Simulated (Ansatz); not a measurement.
Computed with Ansatz on PBE0-D4/def2-TZVP structures; ΔE is electronic, products minus reactants. CCSD(T)/CBS is the MP2 limit (def2-TZVPP, def2-QZVPP) plus CCSD(T) − MP2 in def2-TZVPP, frozen cores. This one scheme is used for every species. DFT in def2-TZVPP. B3LYP here is the variant with VWN-RPA as its local correlation; programs differ in this. For Ge outer-core shells are correlated without core-valence functions, which leaves a few kJ/mol of doubt a bond. Scalar relativity is left out up to krypton. Each species was taken in one conformer, which may not be the lowest.

Reaction (formal exchange of groups at a B–H bond): `OBO` + `[CH3][GeH2][SH]` → `[CH3][GeH2][B](O)O` + H₂S

Task: Is it downhill or uphill in electronic energy at CCSD(T)/CBS, and by how much? (An estimate is asked.)

Result: Ansatz gave: Uphill: ΔE = +69.2 kJ/mol.

Task: What do these levels give: B3LYP-D4, ωB97M-V, MP2/def2-TZVPP, CCSD/def2-TZVPP, HF/def2-QZVPP, HF/CBS(def2)? (An estimate is asked.)

Result: The calculation gave: B3LYP-D4 72.2, ωB97M-V 71.3, MP2/def2-TZVPP 75.0, CCSD/def2-TZVPP 70.4, HF/def2-QZVPP 90.7, HF/CBS(def2) 90.8 kJ/mol.

Largest T1 diagnostic among the species: 0.013.

In def2-TZVPP, CCSD(T) changes the Hartree–Fock value by −21.7 kJ/mol (the triples alone add −1.7 kJ/mol) and MP2 by −15.3 kJ/mol. From PBE to PBE0 (25 % exact exchange), in def2-TZVPP and without D4, ΔE moves by +5.2 kJ/mol.
